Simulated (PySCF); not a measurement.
Simulated absorption spectrum

C6H14N (charge +1).
InChI=1S/C6H13N/c1-6-3-2-4-7-5-6/h6-7H,2-5H2,1H3/p+1/t6-/m1/s1

Level of theory: TDDFT CAM-B3LYP/def2-SVPD, vertical, gas phase, core orbitals frozen in the response in PySCF. Isolated species at its PBE0-D3(BJ)/def2-SVP geometry (one conformer only).

Computed states:

```tsv
state	E (eV)	f
S1	8.57	0.0024
S2	8.62	0.0029
S3	8.88	0.013
S4	9.43	0.023
S5	9.45	0.014
S6	9.53	0.0036
S7	9.73	0.039
S8	9.78	0.018
S9	9.86	0.0046
S10	9.88	0.027
```

Each state is given a Gaussian of 0.3 eV full width at half maximum, with ε(max) = 2.175×10⁸ f / Δν̃ (Δν̃ the width in cm⁻¹). The cross-section is σ = 3.8235×10⁻²¹ ε cm², given in Mb (10⁻¹⁸ cm²). The width is an assumption, not a result. The curve ends short of the highest state used, and states not computed would add to its high-energy end.

Question: What does the envelope look like, and where are its maxima?

Answer: 
```
E (eV)  σ (Mb)
  8.12    0.00
  8.17    0.01
  8.22    0.03
  8.27    0.08
  8.32    0.19
  8.37    0.41
  8.42    0.74
  8.47    1.16
  8.52    1.61
  8.57    1.99
  8.62    2.30
  8.67    2.63
  8.72    3.12
  8.77    3.77
  8.82    4.41
  8.87    4.72
  8.92    4.47
  8.97    3.69
  9.02    2.67
  9.07    1.79
  9.12    1.42
  9.17    1.82
  9.23    3.62
  9.28    6.24
```

Maxima: 140 nm (8.87 eV), ε about 1200, made up of S3 (96%) (ε in L mol⁻¹ cm⁻¹; maxima over ε = 5, shares over 10%). At its high-energy end, 9.28 eV, the curve is still rising (ε about 1600, from S4 and S5).

Question: What would ε be at 8.87 eV, the highest of these maxima, with half the width (0.15 eV)?

Answer: About 2320 L mol⁻¹ cm⁻¹ against 1240, a factor of about 1.9; a lone state at its own centre would give exactly 2.

Question: Coming from long wavelengths, where does ε first pass 100 L mol⁻¹ cm⁻¹?

Answer: At about 148 nm (8.37 eV), 0.20 eV below S1.

All these states lie below the vertical ionisation energy of 15.61 eV (ΔSCF).

The run took 7.3 min of wall time on one thread, Arm Neoverse V1, no GPU, on a shared host.
